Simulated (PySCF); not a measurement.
## Frontier levels across methods

Species: B2H7NOSi.
Geometry (PBE0-D3(BJ)/def2-SVP, Å), atoms numbered from 1 in this order:
```xyz
12
B2H7NOSi angstrom
B      2.8004    0.3097   -0.4365
O      1.5318   -0.0979   -0.5308
B      0.3364   -0.3730    0.0723
N     -0.7101    0.5702    0.0376
Si    -2.3281    0.3693    0.6842
H      3.4916    0.2658   -1.4299
H      3.2278    0.7244    0.6221
H      0.1782   -1.4515    0.5947
H     -0.4961    1.4492   -0.4282
H     -2.3967   -0.9830    1.3007
H     -3.3511    0.4952   -0.3978
H     -2.6218    1.4163    1.7095
```

Basis pcSseg-2 throughout (PySCF), one geometry. Geometry: PBE0-D3(BJ)/def2-SVP, one conformer, isolated molecule.

How do the orbital energies, the gap and the dipole change with the method?

```json
{"method": "BLYP", "kind": "GGA", "HOMO (eV)": "-6.54", "LUMO (eV)": "-1.48", "gap (eV)": "5.06", "μ (D)": "1.49", "SCF cycles": "15"}
{"method": "OPBE", "kind": "GGA", "HOMO (eV)": "-6.60", "LUMO (eV)": "-1.43", "gap (eV)": "5.17", "μ (D)": "1.49", "SCF cycles": "16"}
{"method": "PBE", "kind": "GGA", "HOMO (eV)": "-6.63", "LUMO (eV)": "-1.61", "gap (eV)": "5.03", "μ (D)": "1.52", "SCF cycles": "15"}
{"method": "B97-D", "kind": "GGA", "HOMO (eV)": "-6.65", "LUMO (eV)": "-1.42", "gap (eV)": "5.23", "μ (D)": "1.45", "SCF cycles": "16"}
{"method": "KT2", "kind": "GGA", "HOMO (eV)": "-6.70", "LUMO (eV)": "-1.57", "gap (eV)": "5.13", "μ (D)": "1.47", "SCF cycles": "16"}
{"method": "LDA", "kind": "LDA", "HOMO (eV)": "-6.72", "LUMO (eV)": "-1.87", "gap (eV)": "4.86", "μ (D)": "1.58", "SCF cycles": "15"}
{"method": "KT3", "kind": "GGA", "HOMO (eV)": "-6.73", "LUMO (eV)": "-1.52", "gap (eV)": "5.21", "μ (D)": "1.45", "SCF cycles": "16"}
{"method": "BP86", "kind": "GGA", "HOMO (eV)": "-6.74", "LUMO (eV)": "-1.64", "gap (eV)": "5.10", "μ (D)": "1.50", "SCF cycles": "15"}
{"method": "B97-2", "kind": "global hybrid", "HOMO (eV)": "-7.73", "LUMO (eV)": "-0.60", "gap (eV)": "7.13", "μ (D)": "1.40", "SCF cycles": "13"}
{"method": "B3LYP", "kind": "global hybrid", "HOMO (eV)": "-7.77", "LUMO (eV)": "-0.86", "gap (eV)": "6.91", "μ (D)": "1.42", "SCF cycles": "14"}
{"method": "PBE0", "kind": "global hybrid", "HOMO (eV)": "-7.98", "LUMO (eV)": "-0.61", "gap (eV)": "7.37", "μ (D)": "1.42", "SCF cycles": "14"}
{"method": "mPW1PW91", "kind": "global hybrid", "HOMO (eV)": "-8.02", "LUMO (eV)": "-0.62", "gap (eV)": "7.40", "μ (D)": "1.41", "SCF cycles": "14"}
{"method": "BHandHLYP", "kind": "global hybrid", "HOMO (eV)": "-9.26", "LUMO (eV)": "0.32", "gap (eV)": "9.58", "μ (D)": "1.32", "SCF cycles": "11"}
{"method": "CAM-B3LYP", "kind": "range-separated hybrid", "HOMO (eV)": "-9.37", "LUMO (eV)": "0.40", "gap (eV)": "9.77", "μ (D)": "1.40", "SCF cycles": "13"}
{"method": "wB97X-D", "kind": "range-separated hybrid", "HOMO (eV)": "-9.87", "LUMO (eV)": "1.23", "gap (eV)": "11.09", "μ (D)": "1.37", "SCF cycles": "14"}
{"method": "LC-wPBE", "kind": "range-separated hybrid", "HOMO (eV)": "-10.72", "LUMO (eV)": "1.58", "gap (eV)": "12.29", "μ (D)": "1.39", "SCF cycles": "14"}
{"method": "HF", "kind": "Hartree–Fock", "HOMO (eV)": "-11.29", "LUMO (eV)": "2.30", "gap (eV)": "13.59", "μ (D)": "1.17", "SCF cycles": "10"}
```

The HOMO spans 4.75 eV, from BLYP down to HF, and the gap runs from 4.86 eV (LDA) to 13.59 eV (HF). Over the methods BLYP (0 %), OPBE (0 %), PBE (0 %), B97-D (0 %), KT2 (0 %), LDA (0 %), KT3 (0 %), BP86 (0 %), B97-2 (21 %), B3LYP (20 %), PBE0 (25 %), mPW1PW91 (25 %), BHandHLYP (50 %), HF (100 %), a straight line through the gap against the share of exact exchange rises by 0.86 eV for each 10 % (correlation coefficient 0.999). The dipole ranges from 1.17 D (HF) to 1.58 D (LDA). This basis has no diffuse functions.

The vertical ΔSCF ionisation energy at wB97X-D/def2-SVPD is 10.11 eV; −ε(HOMO) comes closest to it with wB97X-D (9.87 eV).
